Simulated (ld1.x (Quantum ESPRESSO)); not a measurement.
# u(r) = r·R(r): atom against pseudo-atom (S)

Columns: radius, all-electron u(r) and pseudo u(r) of the 3s shell (level -22.26 eV) of sulfur in the configuration [Ne] 3s2 3p3.5; LDA (PZ), scalar-relativistic, PAW scheme, ld1.x (Quantum ESPRESSO) 7.5.

```
r (bohr)  all-electron  pseudo
   0.078        0.1812  0.0748
   0.155       -0.0999  0.1481
   0.232       -0.3287  0.2203
   0.310       -0.4174  0.2919
   0.388       -0.3848  0.3614
   0.465       -0.2757  0.4273
   0.542       -0.1263  0.4901
   0.620        0.0397  0.5501
   0.698        0.2029  0.6059
   0.775        0.3508  0.6564
   0.852        0.4801  0.7019
   0.930        0.5899  0.7425
   1.008        0.6781  0.7771
   1.085        0.7450  0.8052
   1.162        0.7936  0.8268
   1.240        0.8262  0.8420
   1.318        0.8441  0.8502
   1.395        0.8497  0.8513
   1.472        0.8453  0.8455
   1.550        0.8325  0.8325
   1.628        0.8130  0.8130
   1.705        0.7886  0.7886
   1.782        0.7605  0.7605
   1.860        0.7291  0.7291
   1.938        0.6959  0.6959
   2.015        0.6619  0.6619
```

Task: How many radial nodes do the two functions have?

Result: The all-electron 3s function has n − l − 1 = 2; the pseudo-wave has 0, since the states of the same l below it are removed with the core.

Task: At about which radius was the pseudo-wave matched?

Result: 1.55 bohr. The columns agree to 0.0005 from 1.47 bohr on; several derivatives are matched, so the curves merge somewhat inside the radius.

Task: Where does each function peak?

Result: Outermost all-electron maximum near 1.40 bohr, pseudo maximum near 1.40 bohr (to the table’s step).

Task: Is the pseudo-wave norm-conserving?

Result: No, it belongs to a PAW set: the norm inside the radius is not constrained, and the difference is carried by the augmentation charge.
